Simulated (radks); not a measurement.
Problem. Zn3+, 27 electrons, occupied as [Ar] 3d9. All-electron calculation, Dirac Kohn-Sham, LDA (Slater exchange, Perdew-Wang correlation), spin-unpolarised, spherical densities, finite nucleus; open shells are shared between the two j in proportion to 2j + 1; Fermi nuclear charge, rms radius 3.9283 fm. Program: a radial shooting solver on a logarithmic mesh with Libxc functionals.

Spin-orbit splittings of the eigenvalues, e(l+1/2) - e(l-1/2), with zeta = 2 splitting/(2l+1) and mean radii in bohr:

| shell | occ. | splitting (eV) | zeta (eV) | <r> j=l-1/2 | <r> j=l+1/2 |
|---|---|---|---|---|---|
| 2p | 6 | 23.82 | 15.88 | 0.1961 | 0.1995 |
| 3p | 6 | ? | ? | 0.7002 | 0.7106 |
| 3d | 9 | 0.3972 | 0.1589 | 0.8170 | 0.8219 |

Estimate the 3p splitting.

Solution. 3.124 eV (zeta = 2.083 eV).
